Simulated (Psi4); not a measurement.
Cl3OSi, doublet (typed; the unrestricted solution is spin-contaminated), at a GFN2-xTB geometry, with bond 3-2 at 1.8 times its length; Psi4 with HF/STO-3G.

The Psi4 input:
```
memory 2 GB

molecule mol {
0 2
O     0.044992   -0.010084    1.979471
Si    0.010409   -0.002333    0.457979
Cl    3.156305   -1.103571   -1.229575
Cl   -0.360113    1.842008   -0.418892
Cl   -1.427762   -1.221209   -0.410231
}

set {
  basis sto-3g
  reference uhf
  stability_analysis follow
  scf_type pk
}

energy('scf')
print_variables()
```

It wrote (shortened):

```
   => Loading Basis Set <=

    Name: STO-3G
    Role: ORBITAL
    Keyword: BASIS

         ---------------------------------------------------------
                                   SCF
               by Justin Turney, Rob Parrish, Andy Simmonett
                          and Daniel G. A. Smith
                              UHF Reference
         ---------------------------------------------------------

  ==> Geometry <==

    Molecular point group: c1
    Full point group: C1

    Geometry (in Angstrom), charge = 0, multiplicity = 2:

       Center              X                  Y                   Z               Mass
    ------------   -----------------  -----------------  -----------------  -----------------
         O           -0.283217346453     0.104832239881     2.164292926836    15.994914619570
         SI          -0.317800346453     0.112583239881     0.642800926836    27.976926534650
         CL           2.828095653547    -0.988654760119    -1.044753073164    34.968852682000
         CL          -0.688322346453     1.956924239881    -0.234070073164    34.968852682000
         CL          -1.755971346453    -1.106292760119    -0.225409073164    34.968852682000

  Running in c1 symmetry.

  Rotational constants: A =      0.06025  B =      0.02989  C =      0.02585 [cm^-1]
  Rotational constants: A =   1806.31659  B =    896.12537  C =    774.92891 [MHz]
  Nuclear repulsion =  369.542606503297861

  Charge       = 0
  Multiplicity = 2
  Electrons    = 73
  Nalpha       = 37
  Nbeta        = 36

  ==> Algorithm <==

  SCF Algorithm Type is PK.
  DIIS enabled.
  MOM disabled.
  Fractional occupation disabled.
  Guess Type is SAD.
  Energy threshold   = 1.00e-06
  Density threshold  = 1.00e-06
  Integral threshold = 1.00e-12

  ==> Primary Basis <==

  Basis Set: STO-3G
    Blend: STO-3G
    Number of shells: 23
    Number of basis functions: 41
    Number of Cartesian functions: 41
    Spherical Harmonics?: true
    Max angular momentum: 1

  ==> Integral Setup <==

  Using in-core PK algorithm.
   Calculation information:
      Number of atoms:                   5
      Number of AO shells:              23
      Number of primitives:             69
      Number of atomic orbitals:        41
      Number of basis functions:        41

      Integral cutoff                 1.00e-12
      Number of threads:                 1

  Performing in-core PK
  Using 742182 doubles for integral storage.
  We computed 21137 shell quartets total.
  Whereas there are 38226 unique shell quartets.

  ==> DiskJK: Disk-Based J/K Matrices <==

    J tasked:                  Yes
    K tasked:                  Yes
    wK tasked:                  No
    Schwarz Cutoff:          1E-12

  Minimum eigenvalue in the overlap matrix is 3.1403493005E-01.
  Reciprocal condition number of the overlap matrix is 1.7485880843E-01.
    Using symmetric orthogonalization.

  ==> Pre-Iterations <==

  SCF Guess: Superposition of Atomic Densities via on-the-fly atomic UHF (no occupation information).

   -------------------------
    Irrep   Nso     Nmo
   -------------------------
     A         41      41
   -------------------------
    Total      41      41
   -------------------------

  ==> Iterations <==

                        Total Energy        Delta E     RMS |[F,P]|

   @UHF iter SAD: -1721.23926948302460   -1.72124e+03   0.00000e+00
   @UHF iter   1: -1722.82850341613857   -1.58923e+00   9.61070e-03 ADIIS/DIIS
   @UHF iter   2: -1722.65126141930591    1.77242e-01   7.13966e-03 ADIIS/DIIS
   @UHF iter   3: -1722.99716447812034   -3.45903e-01   3.08430e-03 ADIIS/DIIS
   @UHF iter   4: -1723.02444907556469   -2.72846e-02   1.71226e-03 ADIIS/DIIS
   @UHF iter   5: -1723.05221392615454   -2.77649e-02   1.50740e-03 ADIIS/DIIS
   @UHF iter   6: -1723.05368526172742   -1.47134e-03   1.51324e-03 ADIIS/DIIS
   @UHF iter   7: -1723.06526948035776   -1.15842e-02   1.87931e-03 ADIIS/DIIS
   @UHF iter   8: -1723.05689280396882    8.37668e-03   1.73546e-03 ADIIS/DIIS
   @UHF iter   9: -1723.06860349805788   -1.17107e-02   6.31217e-04 ADIIS/DIIS
   @UHF iter  10: -1723.06867950620835   -7.60082e-05   3.44376e-04 ADIIS/DIIS
   @UHF iter  11: -1723.06822723504479    4.52271e-04   2.97503e-04 ADIIS/DIIS
   @UHF iter  12: -1723.06749148735753    7.35748e-04   3.20576e-04 ADIIS/DIIS
   @UHF iter  13: -1723.06683572992620    6.55757e-04   3.24960e-04 ADIIS/DIIS
   @UHF iter  14: -1723.07029450492223   -3.45877e-03   4.89908e-04 ADIIS/DIIS
   @UHF iter  15: -1723.07210647226702   -1.81197e-03   5.80065e-04 ADIIS/DIIS
   @UHF iter  16: -1723.07224971928827   -1.43247e-04   6.59698e-04 ADIIS/DIIS
   @UHF iter  17: -1723.07263814986322   -3.88431e-04   6.38032e-04 ADIIS/DIIS
   @UHF iter  18: -1723.07241872075201    2.19429e-04   8.76856e-04 ADIIS/DIIS
   @UHF iter  19: -1723.07137940459688    1.03932e-03   4.03992e-04 ADIIS/DIIS
   @UHF iter  20: -1723.07149723746602   -1.17833e-04   3.99473e-04 ADIIS/DIIS
   @UHF iter  21: -1723.07159697312113   -9.97357e-05   2.40732e-04 ADIIS/DIIS
   @UHF iter  22: -1723.07165010732206   -5.31342e-05   2.49055e-04 ADIIS/DIIS
   @UHF iter  23: -1723.07163826732244    1.18400e-05   2.03853e-04 ADIIS/DIIS
   @UHF iter  24: -1723.07168744909654   -4.91818e-05   1.25626e-04 ADIIS/DIIS
   @UHF iter  25: -1723.07171303944119   -2.55903e-05   2.23348e-05 DIIS
   @UHF iter  26: -1723.07171705989299   -4.02045e-06   8.95448e-06 DIIS
   @UHF iter  27: -1723.07171761752625   -5.57633e-07   6.83629e-06 DIIS
   @UHF iter  28: -1723.07171759852417    1.90021e-08   1.09964e-06 DIIS
   @UHF iter  29: -1723.07171761587347   -1.73493e-08   1.05065e-06 DIIS
   @UHF iter  30: -1723.07171761900122   -3.12775e-09   1.21536e-07 DIIS
  Energy and wave function converged.

    Negative totally symmetric eigenvalue detected: -0.223058
    Wavefunction unstable!
    Lowest UHF->UHF stability eigenvalues:
       A -0.223058

    Rotating orbitals by 0.5 * pi / 2 radians along unstable eigenvector.
    Running SCF again with the rotated orbitals.
   @UHF iter  31: -1723.01045354436224   -1.72301e+03   6.02300e-03 ADIIS/DIIS
   @UHF iter  32: -1723.16537817263657   -1.54925e-01   1.75308e-03 ADIIS/DIIS
   @UHF iter  33: -1723.17513300109681   -9.75483e-03   3.25584e-04 ADIIS/DIIS
   @UHF iter  34: -1723.17548229926911   -3.49298e-04   9.02801e-05 DIIS
   @UHF iter  35: -1723.17552923777953   -4.69385e-05   3.84030e-05 DIIS
   @UHF iter  36: -1723.17553758626036   -8.34848e-06   1.43660e-05 DIIS
   @UHF iter  37: -1723.17553867153083   -1.08527e-06   5.91865e-06 DIIS
   @UHF iter  38: -1723.17553892964543   -2.58115e-07   2.53727e-06 DIIS
   @UHF iter  39: -1723.17553898738061   -5.77352e-08   2.38517e-06 DIIS
   @UHF iter  40: -1723.17553904104170   -5.36611e-08   2.37504e-06 DIIS
   @UHF iter  41: -1723.17553910421793   -6.31762e-08   2.37938e-06 DIIS
   @UHF iter  42: -1723.17553847707472    6.27143e-07   2.33531e-06 DIIS
   @UHF iter  43: -1723.17553252686093    5.95021e-06   2.02303e-06 DIIS
   @UHF iter  44: -1723.17552908317430    3.44369e-06   1.89096e-06 DIIS
   @UHF iter  45: -1723.17552561364027    3.46953e-06   1.56063e-06 DIIS
   @UHF iter  46: -1723.17552336815174    2.24549e-06   6.14884e-06 DIIS
   @UHF iter  47: -1723.17552341657029   -4.84185e-08   4.62465e-06 DIIS
   @UHF iter  48: -1723.17552347214746   -5.55772e-08   2.08241e-06 DIIS
   @UHF iter  49: -1723.17552348672143   -1.45740e-08   8.90899e-08 DIIS
    Negative totally symmetric eigenvalue detected: -0.000507
    Wavefunction unstable!
    Lowest UHF->UHF stability eigenvalues:
       A -0.000507

    Rotating orbitals by 0.5 * pi / 2 radians along unstable eigenvector.
    There's still a negative eigenvalue. Try modifying FOLLOW_STEP_SCALE
    or increasing MAX_ATTEMPTS (not available for PK integrals).

  ==> Post-Iterations <==

   @Spin Contamination Metric:   1.004040033E+00
   @S^2 Expected:                7.500000000E-01
   @S^2 Observed:                1.754040033E+00
   @S   Expected:                5.000000000E-01
   @S   Observed:                5.000000000E-01

    Orbital Energies [Eh]
    ---------------------

    Alpha Occupied:

[...]
      37A     -0.284538

    Alpha Virtual:

[...]
      41A      0.498009

    Beta Occupied:

[...]
    Beta Virtual:

[...]
    Final Occupation by Irrep:
              A
    DOCC [    36 ]
    SOCC [     1 ]
    NA   [    37 ]
    NB   [    36 ]

  @UHF Final Energy: -1723.17552348672143

   => Energetics <=

    Nuclear Repulsion Energy =            369.5426065032978613
    One-Electron Energy =               -3126.7304373048846173
    Two-Electron Energy =                1034.0123073148652111
    Total Energy =                      -1723.1755234867214313

  UHF NO Occupations:
  HONO-2 :   35  A 1.9978685
  HONO-1 :   36  A 1.1086845
  HONO-0 :   37  A 1.0000000
  LUNO+0 :   38  A 0.8913155
  LUNO+1 :   39  A 0.0021315
  LUNO+2 :   40  A 0.0011583
  LUNO+3 :   41  A 0.0009876

Computation Completed

Properties will be evaluated at   0.000000,   0.000000,   0.000000 [a0]

Properties computed using the SCF density matrix

 Multipole Moments:

 ------------------------------------------------------------------------------------
     Multipole            Electronic (a.u.)      Nuclear  (a.u.)        Total (a.u.)
 ------------------------------------------------------------------------------------

 L = 1.  Multiply by 2.5417464519 to convert [e a0] to [Debye]
 Dipole X            :          1.2457489           -0.3596343            0.8861146
 Dipole Y            :         -0.4361377            0.1293093           -0.3068285
 Dipole Z            :         -0.6879409            1.4014373            0.7134963
 Magnitude           :                                                    1.1783123

 ------------------------------------------------------------------------------------

  Variable Map:
  ----------------------------------------------------------------------------
[...]
  Array Variable Map:
  ----------------------------------------------------------------------------
[...]
[...]
```

Convergence was not reached.
